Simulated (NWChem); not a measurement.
# HTeSF; SMILES S[Te]F

```xyz
4

Te     0.2779     0.4294     0.0018
F     -1.5310     1.2291    -0.0436
S     -0.2121    -1.9120    -0.0582
H     -0.3650    -2.1236     1.2855
```
Atoms are numbered in this order, from 1.

Level: PBE-D3(BJ)/def2-SVP with def2 effective core potentials on Te (NWChem), optimised geometry, unscaled harmonic frequencies. def2 effective core potentials on Te; no spin-orbit coupling.

```tsv
frequency (cm⁻¹)	IR intensity (km/mol)
151	4.0
356	10.0
386	20.8
572	51.0
738	3.3
2559	0.8
```

The zero-point energy comes out as 6.8 kcal/mol and the thermal correction to the enthalpy at 298.15 K (with zero-point energy) comes out as 10.2 kcal/mol. The heat capacity Cv is 12.8 cal/(mol K) and the entropy at 298.15 K and 1 atm (symmetry number 1) comes out as 73.2 cal/(mol K).

Rigid rotor and harmonic oscillator.
